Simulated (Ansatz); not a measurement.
Job for Ansatz (an electronic-structure program): U-B2PLYP/def2-TZVPP on H (SMILES [H]).

Ansatz 0.2 input:
```yaml
crystal:
  periodic: [false, false, false]
  atoms:
    - {symbol: H, position_ang: [0.00000000, 0.00000000, 0.00000000]}
basis:
  gaussian:
    orbitals: def2-TZVPP
hamiltonian:
  xc: {name: B2PLYP}
magnetization: {spin_polarized: true, initial_magnetization: 1}
correlation: {electrons: outside_noble_gas}
```

The log:

```
WARN ansatz: RAYON_NUM_THREADS=4 ignored (pool sized by the plan → 4); use --threads N
Functional definition: B2PLYP
integrals: 0.00 GiB planned
65 factors; integrals over basis functions are off by at most 1.6e-4 eV
mean field: 0.04 GiB planned
mean field evaluation 1: about -13.5553 eV, gradient 9.2e-1 eV
mean field evaluation 2: about -13.5549 eV, gradient 9.2e-1 eV
mean field evaluation 4: about -13.5679 eV, gradient 4.0e-3 eV
mean field evaluation 8: about -13.5679 eV, gradient 8.0e-6 eV
mean field -13.56788004 eV, -0.4986103948 hartree, gradient 8.0e-6 eV, S^2 0.750000; 0 other end points of the search recorded, 0 dependent functions left out
reference -13.56795350 eV, -0.4986130943 hartree; 1, 0 occupied and 13, 14 virtual orbitals, 65 factors
second order 0.00000000 eV of doubles, -0.00000000 eV of singles
Total energy: -13.56795350 eV, -0.4986130943 hartree
```

The run converged.

Cost: very roughly 0.18 core-seconds.
